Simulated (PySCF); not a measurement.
Stepwise substitution at one centre (B OH-NH2). Gas-phase values, no solvent. One relaxed conformer stands for each flexible species; it need not be the lowest. Strings in code marks are SMILES.

Calculation: PBE-D3(BJ)/def2-TZVP // CAM-B3LYP-D3(BJ)/def2-TZVP run with PySCF. Excitations are Tamm–Dancoff values on a coarser integration grid. The basis has no diffuse functions, so Rydberg states are missing or too high.

```json
[
 {"species": "0 of 3 OH replaced by NH2", "S1–T1 gap (TDA) (eV)": "0.14", "S1 oscillator strength": "0.001", "S1 excitation (TDA) (eV)": "6.77", "HOMO (eV)": "-7.42"},
 {"species": "1 of 3 OH replaced by NH2 (`NB(O)O` (O–B–O–H torsion 0°, O–B–O–H torsion 180°))", "S1–T1 gap (TDA) (eV)": "[?]", "S1 oscillator strength": "[?]", "S1 excitation (TDA) (eV)": "5.90", "HOMO (eV)": "-6.06"},
 {"species": "2 of 3 OH replaced by NH2", "S1–T1 gap (TDA) (eV)": "0.18", "S1 oscillator strength": "0.000", "S1 excitation (TDA) (eV)": "[?]", "HOMO (eV)": "-5.35"},
 {"species": "3 of 3 OH replaced by NH2 (`NB(N)N`)", "S1–T1 gap (TDA) (eV)": "[?]", "S1 oscillator strength": "0.000", "S1 excitation (TDA) (eV)": "5.23", "HOMO (eV)": "-5.06"}
]
```

Problem. Complete the blanks.

Solution. 
- 1 of 3 OH replaced by NH2 (`NB(O)O` (O–B–O–H torsion 0°, O–B–O–H torsion 180°)), S1–T1 gap (TDA) (eV): 0.21
- 1 of 3 OH replaced by NH2 (`NB(O)O` (O–B–O–H torsion 0°, O–B–O–H torsion 180°)), S1 oscillator strength: 0.007
- 2 of 3 OH replaced by NH2, S1 excitation (TDA) (eV): 5.32
- 3 of 3 OH replaced by NH2 (`NB(N)N`), S1–T1 gap (TDA) (eV): 0.19
